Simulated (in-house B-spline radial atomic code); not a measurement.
Settings and results of a run for Fe+. Method: non-relativistic Hartree-Fock, average of configuration, point nucleus, inside a hard spherical wall at 2.02 bohr. Calculated with a radial B-spline atomic code at the basis-set limit.

Command:
```bash
python run_scf.py task.json out
```
Settings:
```
Z                26
configuration    [Ne] 3s2 3p5 3d6 4s1 4f1
hamiltonian      nr
method           hf
spin_polarised   False
wall_radius      2.02
```

Output (hartree, bohr):
```
 radial grid: 38 intervals, B-splines of order 8, outer radius 2.02 bohr

 iter        energy (Eh)    residual
    1      -1250.7927198    3.92e-01
    2      -1251.3911129    6.71e-02
    3      -1251.4865849    2.22e-02
    4      -1251.4931572    7.96e-03
    5      -1251.4935936    2.19e-03
    6      -1251.4936958    2.80e-04
    7      -1251.4936973    1.86e-05
    8      -1251.4936973    7.95e-07
    9      -1251.4936973    5.60e-09

 total energy                    -1251.493697
 kinetic                           1279.24366
 electron-nucleus                 -3025.14302
 electron-electron                  494.40566

 orbital      occ     eigenvalue          <r>       <r^2>       <1/r>       <r^4>       r_max
 1s         2.000     -260.71988    0.0591056  0.00468437      25.523 5.61525e-05     0.03897
 2s         2.000      -31.25950     0.268509   0.0850309     5.49838   0.0125981      0.2244
 2p         6.000      -26.72147      0.23666   0.0687702     5.41478  0.00965029      0.1811
 3s         2.000       -3.64844     0.815051    0.756135     1.70317    0.857138      0.7129
 3p         5.000       -2.27521     0.839973    0.809432     1.59974    0.995024      0.7264
 3d         6.000       -0.03640     0.869564    0.876749     1.39535     1.21552      0.7153
 4s         1.000        2.35574      1.23106     1.71013     1.21081     3.81351       1.445
 4f         1.000        3.73514      1.28198     1.72952    0.832337     3.53525       1.337
```

Cost of the run: 0.08 s on 1 thread of Arm Neoverse V2 (shared host).
